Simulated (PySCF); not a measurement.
PySCF input file for H₂O₂Sn, SMILES [OH][Sn][OH] (connectivity only; charge and spin as stated), neutral, multiplicity 1, B3LYP-D3(BJ)/def2-TZVP. The structure is a stationary point at B3LYP-D3(BJ)/def2-TZVP. The def2 effective core potentials stand for the cores of Sn; spin–orbit coupling is left out. Other conformers were not sampled.

```python
import numpy as np
from pyscf import gto, scf, dft, df
from pyscf.hessian import thermo

mol = gto.M(
    atom='''
    Sn    0.37475878   -0.01787114    0.00000000
    O    -0.98966329   -1.45694836    0.00000000
    H    -1.89227659   -1.11223869    0.00000000
    O    -1.02594726    1.41645866    0.00000000
    H    -0.72077803    2.32971335    0.00000000
    ''',
    basis='def2-TZVP',
    ecp={'Sn': 'def2-tzvp'},
    charge=0,
    spin=0,
    max_memory=1600,
    verbose=3,
)
mf = dft.RKS(mol, xc='b3lyp').density_fit(auxbasis='def2-universal-jkfit')
mf.disp = 'd3bj'
mf.grids.level = 3
mf.conv_tol = 1e-11
mf.max_cycle = 100
mf.kernel()

# analytic Hessian; the response equations are solved on a coarser grid
h, args, fine = mf.Hessian(), (mf.mo_energy, mf.mo_coeff, mf.mo_occ), mf.grids
h.max_memory = max(150, 2.5e-5 * df.make_auxmol(mol, mf.with_df.auxbasis).nao * mol.nelec[0] * (mol.nelec[0] + mol.nao))  # MB; small integral blocks
h1ao = h.make_h1(mf.mo_coeff, mf.mo_occ)
mf.grids = dft.Grids(mol).set(level=1).build(with_non0tab=True)
mo1, mo_e1 = h.solve_mo1(*args, h1ao)
mf.grids = fine
hess = h.hess_elec(*args, mo1, mo_e1, h1ao) + h.hess_nuc()
if mf.do_disp():
    hess += h.get_dispersion()
for i in range(mol.natm):  # the analytic DFT Hessian lacks the response of the grid: restore translational invariance
    hess[i, i] -= hess[i].sum(axis=0)
hess = (hess + hess.transpose(1, 0, 3, 2)) / 2
vib = thermo.harmonic_analysis(mol, hess, imaginary_freq=False)
thermo.dump_normal_mode(mol, vib)
th = thermo.thermo(mf, vib['freq_au'][vib['freq_au'] > 0], 298.15, 101325)
thermo.dump_thermo(mol, th)
g0 = mf.nuc_grad_method().set(verbose=0).kernel()

# dipole derivatives [dipole axis, atom, xyz] from the same response
r, irp = mol.intor('int1e_r'), mol.intor('int1e_irp').reshape(3, 3, mol.nao, mol.nao)
sl, dm0, ok = mol.aoslice_by_atom(), np.array(mf.make_rdm1()), []
dmu = np.einsum('a,xt->xat', mol.atom_charges(), np.eye(3))
for a, (_, _, p0, p1) in enumerate(sl):
    dmu[:, a] += 2 * np.einsum('xtij,ij->xt', irp[:, :, :, p0:p1], dm0.reshape(-1, mol.nao, mol.nao).sum(0)[:, p0:p1])
    for u, c, occ, f in [(mo1, mf.mo_coeff, mf.mo_occ, 4)]:
        dmu[:, a] -= f * np.einsum('tui,xuv,vi->xt', u[a], r, c[:, occ > 0], optimize=True)
L = vib['norm_mode']
ir = 974.8801 * (np.einsum('xat,kat->kx', dmu, L) ** 2).sum(1)       # km/mol
apt = np.einsum('xax->a', dmu) / 3

# polarisability derivatives from nuclear gradients in small electric fields
h0, F = mf.get_hcore(), 0.005
def in_field(f, guess):
    m = mf.copy()
    m.verbose, m.conv_tol, m.conv_tol_grad = 0, 1e-11, 2e-7
    m.get_hcore = lambda *a: h0 + np.einsum('x,xij->ij', f, r)
    m.kernel(guess)
    ok.append(m.converged)
    dm = np.array(m.make_rdm1())
    g = m.nuc_grad_method().kernel() - np.outer(mol.atom_charges(), f)
    for a, (_, _, p0, p1) in enumerate(sl):
        g[a] -= 2 * np.einsum('x,xtij,ij->t', f, irp[:, :, :, p0:p1], dm[:, p0:p1])
    return g, -np.einsum('xij,ij->x', r, dm), dm
E = np.eye(3) * F
g0, _, dm0 = in_field(np.zeros(3), dm0)
gp = [in_field(e, dm0) for e in E]
gm = [in_field(-e, 2 * dm0 - p[2]) for e, p in zip(E, gp)]
alpha = np.array([(p[1] - q[1]) / (2 * F) for p, q in zip(gp, gm)])  # bohr^3
check = abs(np.array([-(p[0] - q[0]) / (2 * F) for p, q in zip(gp, gm)]) - dmu).max()
print('static polarisability / bohr^3:', alpha.round(3))
print('largest difference of analytic and finite-field dipole derivatives / e:', check)
da = np.zeros((3, 3, mol.natm, 3))
for x in range(3):
    da[x, x] = -(gp[x][0] + gm[x][0] - 2 * g0) / F**2
for x, y in ((0, 1), (0, 2), (1, 2)):
    up, down = in_field(E[x] + E[y], gp[x][2] + gp[y][2] - dm0), in_field(-E[x] - E[y], gm[x][2] + gm[y][2] - dm0)
    both = -(up[0] + down[0] - 2 * g0) / F**2
    da[x, y] = da[y, x] = (both - da[x, x] - da[y, y]) / 2
aq = np.einsum('xyat,kat->kxy', da, L) * 0.529177210903**2           # A^2/amu^1/2
a = np.einsum('kxx->k', aq) / 3
g2 = 1.5 * (aq**2).sum((1, 2)) - 4.5 * a**2
raman, depol = 45 * a**2 + 7 * g2, 3 * g2 / (45 * a**2 + 4 * g2 + 1e-12)
print('mode   freq/cm-1   IR/(km/mol)   Raman/(A^4/amu)   depolarisation')
for k, w in enumerate(vib['freq_wavenumber']):
    print(f'{k + 1:4d} {w:11.2f} {ir[k]:13.3f} {raman[k]:17.3f} {depol[k]:16.3f}')
print('max |gradient| / (hartree/bohr):', abs(g0).max())
print('APT charges:', apt.round(4))
```

Program output:

```
converged SCF energy = -366.164132999474

WARN: DFTD3 does not support analytical Hessian, using finite difference


WARN: Mole.unit (angstrom) is changed to Bohr

Mode                                 0                   1                   2
Irrep
Freq [cm^-1]                      188.4679            361.5747            458.5874
Reduced mass [au]                   5.0268              1.1051              1.1090
Force const [Dyne/A]                0.1052              0.0851              0.1374
Char temp [K]                     271.1634            520.2255            659.8052
Normal mode                   x     y     z       x     y     z       x     y     z
       0  Sn                -0.03  0.00 -0.00    0.00 -0.00 -0.00   -0.00 -0.00 -0.01
       1   O                 0.10 -0.12  0.00   -0.00  0.00  0.01    0.00  0.00  0.08
       2   H                 0.03 -0.30  0.00   -0.00  0.00  0.20    0.00  0.00 -0.92
       3   O                 0.10  0.12 -0.00   -0.00  0.00 -0.08   -0.00  0.00  0.01
       4   H                 0.23  0.08  0.00   -0.00  0.00  0.93    0.00  0.00  0.20
Mode                                 3                   4                   5
Irrep
Freq [cm^-1]                      565.5163            600.3964            712.8243
Reduced mass [au]                  12.6609             12.7681              1.0964
Force const [Dyne/A]                2.3856              2.7118              0.3282
Char temp [K]                     813.6521            863.8367           1025.5955
Normal mode                   x     y     z       x     y     z       x     y     z
       0  Sn                 0.01 -0.03  0.00   -0.03 -0.01  0.00   -0.00 -0.01 -0.00
       1   O                 0.06  0.06 -0.00    0.15  0.16 -0.00    0.01  0.01  0.00
       2   H                 0.05  0.04  0.00    0.11  0.04  0.00   -0.05 -0.15 -0.00
       3   O                -0.15  0.16  0.00    0.06 -0.06 -0.00    0.07  0.02  0.00
       4   H                -0.06  0.13 -0.00    0.07 -0.07  0.00   -0.88  0.32 -0.00
Mode                                 6                   7                   8
Irrep
Freq [cm^-1]                      772.9206           3786.0020           3827.6941
Reduced mass [au]                   1.1286              1.0664              1.0672
Force const [Dyne/A]                0.3973              9.0062              9.2127
Char temp [K]                    1112.0607           5447.2139           5507.1996
Normal mode                   x     y     z       x     y     z       x     y     z
       0  Sn                 0.01  0.00 -0.00   -0.00  0.00 -0.00    0.00 -0.00  0.00
       1   O                -0.03  0.07  0.00   -0.06  0.02  0.00    0.00 -0.00 -0.00
       2   H                -0.36 -0.86 -0.00    0.91 -0.33 -0.00   -0.02  0.01  0.00
       3   O                -0.02 -0.01 -0.00    0.00  0.00  0.00    0.02  0.06  0.00
       4   H                 0.12 -0.06  0.00   -0.01 -0.02  0.00   -0.29 -0.92 -0.00
temperature 298.1500 [K]
pressure 101325.00 [Pa]
Rotational constants [GHz] 9.58958 6.94096 4.02654
Symmetry number 1
Zero-point energy (ZPE) 0.02568 [Eh]   67433.399 [J/mol]
                           tot       elec      trans        rot        vib
Entropy [J/mol/K]       297.861      0.000    171.461    102.919     23.481
Cv [J/mol/K]             60.035      0.000     12.472     12.472     35.092
Cp [J/mol/K]             68.350      0.000     20.786     12.472     35.092
Internal energy [J/mol]                      3718.434   3718.434  71944.490
Internal energy [Eh]   -366.13390  -366.16413
Enthalpy [J/mol]                             6197.391   3718.434  71944.490
Enthalpy [Eh]          -366.13295
Gibbs free energy [J/mol]                  -44923.815 -26966.868  64943.689
Gibbs free energy [Eh] -366.16678
static polarisability / bohr^3: [[49.    -0.079 -0.   ]
 [-0.086 51.955  0.   ]
 [ 0.    -0.    36.198]]
largest difference of analytic and finite-field dipole derivatives / e: 0.0010031925098210603
mode   freq/cm-1   IR/(km/mol)   Raman/(A^4/amu)   depolarisation
   1      188.47        12.522             2.179            0.712
   2      361.57       143.994             2.425            0.750
   3      458.59        82.914             2.037            0.750
   4      565.52       118.777            10.236            0.622
   5      600.40        91.023            12.741            0.239
   6      712.82        88.670             0.752            0.749
   7      772.92        56.704             0.592            0.400
   8     3786.00        47.933           123.025            0.211
   9     3827.69        50.363           130.137            0.249
max |gradient| / (hartree/bohr): 9.493587094635183e-05
APT charges: [ 1.0813 -0.7674  0.2374 -0.791   0.2397]
```

The calculation finished and met its thresholds.

Cost: around 2.8 core-minutes (rough).
